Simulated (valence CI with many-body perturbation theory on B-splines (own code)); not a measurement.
**Re62+: one-electron terms**

Method: valence CI with perturbative core correlation (CI+MBPT): three valence electrons over a frozen Dirac-Fock core [Ne], radial functions for each j: 11 s, 11 p, 9 d, 7 f, 5 g, 2 h, 1 i, with the one-electron correlation potential Σ1, the two-electron term Σ2, the three-electron term Σ3, Breit, model QED; selected CI, second order for the rest (own B-spline code, finite nucleus).

The last digits are not significant, and no measured levels were compared; by estimate large intervals hold to a few tenths of a per cent, small ones and those within an open d or f shell to about a per cent.

These are the spectroscopic orbitals of the CI (the correlating ones are not listed), shaped by the core and the other valence electrons. h is the expectation value of the core's Dirac-Fock operator, without the valence repulsion; Σ1 is computed up to l = 3 at one energy for each symmetry, that of its lowest orbital but kept below the first core excitation, so for empty shells it is not the orbital's own correlation shift; Breit and QED include the response of the core.

```
Orbital  h (hartree)  Σ1 (cm⁻¹)  Breit (cm⁻¹)  QED (cm⁻¹)  ⟨r⟩ (bohr)
  3s1/2       -271.1      -7518         50563       42833      0.1808
  4s1/2      -147.36      -2556         19677       17272      0.3342
  5s1/2      -92.336      -1178          9407        8484      0.5362
  6s1/2       -63.21       -645          5271        4790      0.7854
  3p1/2      -265.07      -9871         85117        2971      0.1696
  4p1/2      -144.85      -3288         33176        1214      0.3254
  5p1/2      -91.083      -1523         16053         608      0.5291
  6p1/2      -62.496       -837          9036         347      0.7800
  3p3/2      -250.28      -8240         46048        6441      0.1810
  4p3/2       -138.8      -2877         18097        2626      0.3406
  5p3/2      -88.042      -1359          9794        1317      0.5481
  6p3/2      -60.758       -754          5551         753      0.8028
  3d3/2      -243.21     -10368         38792       -1083      0.1545
  4d3/2      -136.11      -2956         14127        -329      0.3166
  5d3/2      -86.719      -1326          6734        -145      0.5262
  3d5/2      -239.81      -8986         18635         766      0.1579
  4d5/2      -134.64      -2548          6674         426      0.3210
  5d5/2      -85.965      -1146          3277         236      0.5315
  4f5/2      -133.21      -2581          1496        -235      0.2787
  5f5/2      -85.259      -1251          1021        -124      0.4906
  4f7/2      -132.58      -2423           455         120      0.2808
  5f7/2      -84.932      -1168           307        58.7      0.4930
  5g7/2      -84.816                     36.5       -59.4      0.4324
  5g9/2      -84.624                      7.8        44.9      0.4340
```

Among the shells of the start configuration 3s2 3p1, Σ1 is largest in size for 3p1/2, where it is 0.017 % of h.

Lowest root of each symmetry, sizes in configuration state functions:

```
  J  Parity  Roots  Reference  Variational  Second order  Change by selected CI (cm⁻¹)  Change by second order (cm⁻¹)
1/2    even      9         58         7132          4645                         -5774                              0
3/2    even     13         92        12160          8707                         -3319                             -1
5/2    even     12         94        13860         11871                         -4658                             -1
7/2    even      6         67        12125         13919                         -6444                             -2
9/2    even      3         41         8798         10191                         -6267                             -3
1/2     odd      7         55         6448          5315                         -5592                              0
3/2     odd     12         89        11279          9612                         -5094                              0
5/2     odd     10         86        13051         12647                         -5920                             -1
7/2     odd      5         63        11349         10273                         -6545                             -2
9/2     odd      2         33         8213         14744                         -3518                             -3
```
